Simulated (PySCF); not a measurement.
Stepwise substitution at one centre (Si OCH3-SiH3). All species are isolated molecules in the gas phase. One relaxed conformer stands for each flexible species; it need not be the lowest. Strings in code marks are SMILES.

The numbers are results of B3LYP-D3(BJ)/def2-TZVP // B3LYP-D3(BJ)/def2-SVP (PySCF), not measurements. All candidates: neutral, multiplicity 1. B3LYP has the VWN-RPA correlation part, as in Gaussian. Delta-SCF ions had no search for a lower state. Excitations are Tamm–Dancoff values on a coarser integration grid. The basis has no diffuse functions, so Rydberg states are missing or too high.

```yaml
T1 excitation (TDA): 7.34 eV
S1 excitation (TDA): 7.58 eV
vertical ionisation energy (Delta-SCF): 9.69 eV
```

Question: Which member has these values?
(A) `CO[Si]([SiH3])(OC)OC`
(B) `CO[Si](OC)(OC)OC`
(C) `CO[Si]([SiH3])([SiH3])OC` (C–O–Si–Si torsion 79°, Si–Si–O–C torsion 178°)
(D) `CO[Si]([SiH3])([SiH3])[SiH3]` (C–O–Si–Si torsion 60°)

Answer: B, `CO[Si](OC)(OC)OC`. The others give `CO[Si]([SiH3])([SiH3])[SiH3]` (C–O–Si–Si torsion 60°): 4.60 eV, 5.09 eV, 8.90 eV; `CO[Si]([SiH3])([SiH3])OC` (C–O–Si–Si torsion 79°, Si–Si–O–C torsion 178°): 4.73 eV, 5.43 eV, 8.71 eV; `CO[Si]([SiH3])(OC)OC`: 5.96 eV, 6.78 eV, 9.37 eV
